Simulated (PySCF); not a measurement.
**Bonding in `CC(=O)O[SiH2]N(C)C`**

Compound: C₄H₁₁NO₂Si.
Numbering: `[CH3:1][C:2](=[O:3])[O:4][SiH2:5][N:6]([CH3:7])[CH3:8]` (hydrogens: H9, H10, H11 on C1; H12, H13 on Si5; H14, H15, H16 on C7; H17, H18, H19 on C8)

Structure used (GFN2-xTB), in Å, numbered top down from 1:
```xyz
19
C4H11NO2Si angstrom
C      3.3583   -0.6763   -0.1309
C      2.3454    0.3933    0.1808
O      2.6151    1.4998    0.5642
O      1.1033   -0.0086   -0.0209
Si    -0.1644    1.0410    0.2260
N     -1.4781    0.1050   -0.3423
C     -2.7800    0.7140   -0.4091
C     -1.5438   -1.3368   -0.2862
H      3.3429   -0.8713   -1.2013
H      3.0914   -1.5957    0.3846
H      4.3495   -0.3491    0.1676
H     -0.1591    1.4034    1.6473
H     -0.0308    2.2016   -0.6465
H     -2.6732    1.7889   -0.5153
H     -3.3318    0.3239   -1.2681
H     -3.3678    0.5135    0.4942
H     -2.1090   -1.6799    0.5878
H     -0.5382   -1.7422   -0.2396
H     -2.0396   -1.7152   -1.1845
```

Bond orders from the PBE0/pcSseg-1 density (PySCF). Geometry: GFN2-xTB, one conformer, isolated molecule.

Task: Where do the orders between heavy atoms depart from those drawn in the SMILES?

Result: The largest departure is 0.183, at O4–Si5 (drawn single, 0.817). Drawn single, order below 0.88: O4–Si5 (0.817).

Task: Set the Mayer orders of the bonds beside their lengths.

Result: 
| bond | drawn as | length (Å) | Mayer order |
| --- | --- | --- | --- |
| C1–C2 | single | 1.506 | 0.998 |
| C2–O3 | double | 1.202 | 1.950 |
| C2–O4 | single | 1.321 | 1.083 |
| O4–Si5 | single | 1.664 | 0.817 |
| Si5–N6 | single | 1.710 | 1.002 |
| N6–C7 | single | 1.439 | 0.967 |
| N6–C8 | single | 1.444 | 0.949 |
| C1–H9 | single | 1.088 | 0.944 |
| C1–H10 | single | 1.087 | 0.951 |
| C1–H11 | single | 1.086 | 0.961 |
| Si5–H12 | single | 1.467 | 0.889 |
| Si5–H13 | single | 1.458 | 0.919 |
| C7–H14 | single | 1.085 | 0.962 |
| C7–H15 | single | 1.093 | 0.962 |
| C7–H16 | single | 1.096 | 0.958 |
| C8–H17 | single | 1.096 | 0.961 |
| C8–H18 | single | 1.085 | 0.963 |
| C8–H19 | single | 1.094 | 0.963 |

By pair of heavy elements: C–O: lowest C2–O4 (1.083, 1.321 Å), highest C2–O3 (1.950, 1.202 Å). C–N: all 2 within 0.02 of one another (0.949 to 0.967).

Task: Sum the orders of all bonds at each heavy atom with more than one neighbour and set the sums beside the valence in the SMILES.

Result: C1 3.854 (drawn 4), C2 4.031 (drawn 4), O4 1.900 (drawn 2), Si5 3.627 (drawn 4), N6 2.918 (drawn 3), C7 3.849 (drawn 4), C8 3.836 (drawn 4). Orders between atoms that aren't bonded are not in these sums.

Mayer orders depend on the basis set.
